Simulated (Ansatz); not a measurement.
Start from `I[SiH]1CO1` and change one atom or group to get `[SnH3][SiH]1CO1`.

Ansatz, PBE0-D4/def2-TZVP geometries, multiplicity 1. 

Elements past krypton have def2 core potentials.

```json
{"property": "HOMO–LUMO gap (ωB97M-V/def2-TZVPP) / eV", "`I[SiH]1CO1`": "10.78"}
{"property": "size of the dipole moment (ωB97M-V/def2-TZVPP) / D", "`I[SiH]1CO1`": "1.68"}
{"property": "size of the dipole moment (PBE/def2-TZVPP) / D", "`I[SiH]1CO1`": "1.45"}
{"property": "HOMO–LUMO gap (B3LYP/def2-TZVPP) / eV", "`I[SiH]1CO1`": "6.35"}
{"property": "ideal-gas entropy at 298 K and 1 bar (rigid rotor, harmonic PBE0-D4/def2-TZVP) / J/(mol·K)", "`I[SiH]1CO1`": "319"}
{"property": "HOMO energy (PBE0/def2-TZVPP) / eV", "`I[SiH]1CO1`": "-7.60"}
```

**Question.** Give the same properties after the change, and the shifts. (Estimate.)

**Answer.** Computed: 
```json
{"property": "HOMO–LUMO gap (ωB97M-V/def2-TZVPP) / eV", "`[SnH3][SiH]1CO1`": "10.36", "shift": "-0.42"}
{"property": "size of the dipole moment (ωB97M-V/def2-TZVPP) / D", "`[SnH3][SiH]1CO1`": "1.80", "shift": "0.12"}
{"property": "size of the dipole moment (PBE/def2-TZVPP) / D", "`[SnH3][SiH]1CO1`": "1.51", "shift": "0.06"}
{"property": "HOMO–LUMO gap (B3LYP/def2-TZVPP) / eV", "`[SnH3][SiH]1CO1`": "6.07", "shift": "-0.28"}
{"property": "ideal-gas entropy at 298 K and 1 bar (rigid rotor, harmonic PBE0-D4/def2-TZVP) / J/(mol·K)", "`[SnH3][SiH]1CO1`": "356", "shift": "37"}
{"property": "HOMO energy (PBE0/def2-TZVPP) / eV", "`[SnH3][SiH]1CO1`": "-7.50", "shift": "0.10"}
```

With PBE0 the HOMO rises by 0.10 eV and the LUMO falls by 0.22 eV, so the gap narrows by about 0.32 eV. PBE moves the HOMO by 0.09 eV and ωB97M-V by 0.11 eV. The zero-point energy changes by 51.1 kJ/mol with +9 modes. Dipoles are sizes alone; their direction can turn.

B3LYP here is the variant with VWN-RPA as its local correlation; programs differ in this.

Spin–orbit coupling is left out; it splits and shifts lone-pair levels of the heavy atoms by tenths of an eV.
